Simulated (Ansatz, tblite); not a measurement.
Clusters of 3 atoms, halide: E(high spin) − E(low spin) (eV) at several levels, gas phase, relaxed structures; Ansatz, xTB through tblite. Each state is relaxed at the level in the geometry column; the other columns are single points. Clusters are the lowest isomers that short searches found in that spin, judged at the geometry's level. Core potentials for Ag, I, Tl in the def2 sets, no spin–orbit coupling. xTB has no spin-polarisation term. Singlets are spin-restricted. The structures are stationary points that may keep the symmetry of their start. Correlated methods freeze inner cores and use unrestricted references for open shells. Remarks come from the PBE and PBE0 runs and from stability tests at other levels; not every state was tested. HOMO above LUMO (over both spins in singlets and doublets, within one spin in higher multiplets; at PBE or PBE0), or a gap under 0.15 eV within one spin, warns that the state may not be the lowest or that an electron is smeared out.

| species | state | geometry | GFN1-xTB | r2SCAN-D4/def2-TZVP | PBE0-D4/def2-TZVP | RPA@PBE/def2-TZVP | remarks |
| --- | --- | --- | --- | --- | --- | --- | --- |
| Tl2F⁺ | quintet − singlet | PBE-D4/def2-TZVP | 16.66 | 10.36 | 10.60 | 10.80 | gap within one spin near zero at PBE or PBE0 (triplet) |
| NaI2 | quartet − doublet | B3LYP-D4/def2-TZVP | 5.93 | 3.73 | 3.65 | 3.36 | gap within one spin near zero at PBE or PBE0 (quartet) |
| BeBr2 | quintet − singlet | PBE-D4/def2-TZVP | 10.46 | 10.32 | 10.26 | 9.75 | gap within one spin near zero at PBE or PBE0 (quintet) |
| Ag2Br⁺ | quintet − singlet | PBE0-D4/def2-TZVP | 6.15 | 6.99 | 7.61 | 6.87 | gap within one spin near zero at PBE or PBE0 (triplet), gap within one spin near zero at PBE or PBE0 (quintet) |
| Tl2I⁺ | quintet − singlet | PBE0-D4/def2-SVP | 11.95 | 7.60 | 7.75 | 7.88 | gap within one spin near zero at PBE or PBE0 (triplet) |

(1) Estimate the column for PBE-D4/def2-TZVP.

(1) Tl2F⁺ 10.67; NaI2 3.37; BeBr2 10.20; Ag2Br⁺ 6.72; Tl2I⁺ 7.71.
